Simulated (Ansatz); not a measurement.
BH$_{7}$O$_{2}$SSi$_{2}$ (`[SiH3]OB(S)O[SiH3]`). The species carries charge 0 and has multiplicity 1. The geometry is a stationary point of PBE0-D4/def2-TZVP. It is one conformer, not always the lowest.

```xyz
13

Si    1.054    1.643    0.113
O    -0.511    1.203   -0.147
B    -1.247    0.091   -0.403
S    -2.978    0.254   -0.946
O    -0.780   -1.176   -0.281
Si    0.457   -2.043    0.368
H     1.265    2.950   -0.552
H     1.977    0.632   -0.467
H     1.299    1.767    1.570
H    -2.985    1.595   -0.944
H     1.447   -2.359   -0.689
H    -0.111   -3.293    0.925
H     1.114   -1.266    1.453
```

**Question.** What is the dipole moment at ωB97M-V/def2-TZVPP? (An estimate is asked.)

**Answer.** Computed: 1.88 D, with components (1.71, 0.52, 0.56) D in this frame, pointing from negative to positive charge.

**Question.** And with PBE, r2SCAN, B3LYP? (Estimate.)

**Answer.** Ansatz gave: PBE 1.77 D, r2SCAN 1.82 D, B3LYP 1.89 D.

**Question.** Give the Mulliken charges with ωB97M-V, PBE, r2SCAN in def2-TZVPP. (Estimate.)

**Answer.** Computed: 
| atom | ωB97M-V | PBE | r2SCAN |
| --- | --- | --- | --- |
| Si1 | 0.25 | 0.30 | 0.40 |
| O2 | -0.32 | -0.24 | -0.37 |
| B3 | 0.32 | 0.29 | 0.42 |
| S4 | -0.19 | -0.22 | -0.20 |
| O5 | -0.31 | -0.23 | -0.36 |
| Si6 | 0.25 | 0.30 | 0.39 |
| H7 | -0.02 | -0.05 | -0.07 |
| H8 | -0.02 | -0.05 | -0.06 |
| H9 | -0.02 | -0.05 | -0.06 |
| H10 | 0.11 | 0.11 | 0.10 |
| H11 | -0.02 | -0.05 | -0.06 |
| H12 | -0.02 | -0.05 | -0.07 |
| H13 | -0.02 | -0.05 | -0.06 |

B3LYP here is the variant with VWN-RPA as its local correlation; programs differ in this.
